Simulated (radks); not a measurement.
Values are calculated unless marked as measured or tabulated.
Coulomb parameter of the 4f shell of neutral gadolinium in the model configuration [Xe] 4f6 5d1 6s2 6p1, as a second difference U = [E(n + 0.25) + E(n - 0.25) - 2 E(n)] / (0.25)^2 with all orbitals relaxed. "Bare": the charge of the atom changes with n. "Screened": the 6p shell takes up the change at fixed total charge, which measures U(4f,4f) + U(6p,6p) - 2 U(4f,6p). Code: a radial shooting solver on a logarithmic mesh with Libxc functionals. Model: Dirac Kohn-Sham, PBE, spin-unpolarised, spherical densities, finite nucleus; open shells are shared between the two j in proportion to 2j + 1; Fermi nuclear charge, rms radius 5.1569 fm.

| case | configuration | E - E(n) (eV) |
|---|---|---|
| start | [Xe] 4f6 5d1 6s2 6p1 | 0.000 |
| bare +0.25 | [Xe] 4f6.25 5d1 6s2 6p1 | -4.192 |
| bare -0.25 | [Xe] 4f5.75 5d1 6s2 6p1 | 5.168 |
| screened +0.25 | [Xe] 4f6.25 5d1 6s2 6p0.75 | -3.795 |
| screened -0.25 | [Xe] 4f5.75 5d1 6s2 6p1.25 | 4.406 |

U(bare) = 15.605 eV, U(screened by 6p) = 9.787 eV. The step up makes a negative ion, whose loosely bound charge lowers the bare value.
